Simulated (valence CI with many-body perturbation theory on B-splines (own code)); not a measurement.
# Which ion has this spectrum?

A relativistic CI+MBPT calculation for an atom or ion with 32 electrons gives these levels (cm⁻¹):

| J | Parity | E | g |
| --- | --- | --- | --- |
| 0 | even | 0 |  |
| 1 | even | 540331 | 1.50 |
| 2 | even | 572061 | 1.18 |
| 2 | even | 1136351 | 1.31 |
| 0 | even | 1205576 |  |
| 2 | odd | 1234332 | 1.59 |
| 1 | odd | 1343176 | 1.04 |
| 2 | odd | 1660961 | 0.77 |
| 2 | odd | 1724696 | 1.53 |
| 3 | odd | 1782375 | 1.28 |
| 1 | odd | 1791079 | 0.92 |
| 0 | odd | 1866301 |  |
| 2 | odd | 1883070 | 1.22 |
| 3 | odd | 1892413 | 1.16 |

The energies are calculated, and their last digits are not significant.

Task: Which is it?
A. Hf40+
B. Lu39+
C. Tm37+
D. Yb38+

Result: D. Yb38+, ground level (4s^2 4p1/2^2) J=0.
